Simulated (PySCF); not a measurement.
## Fe: excitation energy

Fe [Ar] 3d6 4s2 (5D) → Fe [Ar] 3d6 4s1 5s1 (7D), as a difference of total energies. Calculation: PySCF 2.14, in aug-cc-pVTZ with one added diffuse shell each of s, p, d, f, g type (9s8p6d4f3g, 118 functions); no relativity, point nucleus. Correlated levels: valence: [Ar] frozen. The calculations carry no spin-orbit coupling.

```
           method  excitation energy (cm⁻¹)
              UHF                     31848
    MP2 (valence)                     39953
SCS-MP2 (valence)                     41917
```

The promoted electron is Rydberg-like, and one or two diffuse shells describe it only roughly, which tends to raise the upper state.
